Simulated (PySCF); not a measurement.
**Question.** What does the PBE0-D3(BJ)/def2-SVP structure of TeMe2 (`C[Te]C`) look like in three dimensions?

**Answer.** 
```
atom  x, y, z in Å
Te1    0.0080   -0.0222   -1.4675
C2     1.5849   -0.0348   -0.0027
H3     1.5064   -0.9321    0.6242
H4     1.5293    0.8717    0.6134
H5     2.5408   -0.0508   -0.5432
C6    -1.5556    0.0197    0.0102
H7    -1.4750    0.9329    0.6133
H8    -1.4900   -0.8710    0.6481
H9    -2.5161    0.0172   -0.5215
```

Any rigid rotation of these coordinates is as good. Atoms count from 1 in this order. Te1 (tellurium bonded to 2 C) is bent (angle 93.7°).

Bonds between heavy atoms (Å): Te1–C2 2.152, Te1–C6 2.152.

The calculation used PySCF, PBE0-D3(BJ)/def2-SVP geometry optimisation, gas phase, def2 core potentials past Kr.

Point group: C2v (tolerance 0.08 Å). PBE0-D3(BJ)/def2-SVP frequencies: not computed here.

Time: 13 s of wall time; peak memory 0.32 GiB. Hardware: an Arm Neoverse V2 with one thread, no GPU, on a shared host. That covers the optimisation of the geometry.
